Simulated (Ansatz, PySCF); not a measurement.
Reaction (SMILES): [SiH3][SiH3] -> 2 [SiH3] (SiH3) (the Si-Si bond at the site shown breaks; other sites are not compared here)
Geometries: B3LYP-D3(BJ)/def2-TZVP minima from Ansatz (an electronic-structure program).

Quantity: bond dissociation energy (enthalpy at 298 K, with B3LYP-D3(BJ) rigid-rotor harmonic-oscillator terms from PySCF), in kJ/mol. Cores are frozen in the correlated levels unless marked. Open shells are spin-unrestricted. Spin-orbit coupling is left out. No relativistic terms. Basis-set limits of correlation are two-point, X^-3; Hartree-Fock from the larger set. The bracket is a focal-point correction in the basis named.

Level to compare with: RI-MP2/CBS(def2-TZVPPD,def2-QZVPPD)+[CCSD(T)-MP2]/def2-TZVPPD (Ansatz), 321.9 kJ/mol. It is a level with limits of its own, and the differences hold the functionals' basis error too.

### Question
Rank these functionals by how close they come to RI-MP2/CBS(def2-TZVPPD,def2-QZVPPD)+[CCSD(T)-MP2]/def2-TZVPPD, closest first: BLYP/def2-TZVPD (Ansatz); CAM-B3LYP/def2-TZVPD (Ansatz); r2SCANh/def2-TZVPD (Ansatz).

### Answer
CAM-B3LYP/def2-TZVPD (range-separated hybrid, 303.1 kJ/mol, difference -18.8), r2SCANh/def2-TZVPD (hybrid meta-GGA, 294.8 kJ/mol, difference -27.1), BLYP/def2-TZVPD (GGA, 287.4 kJ/mol, difference -34.5)
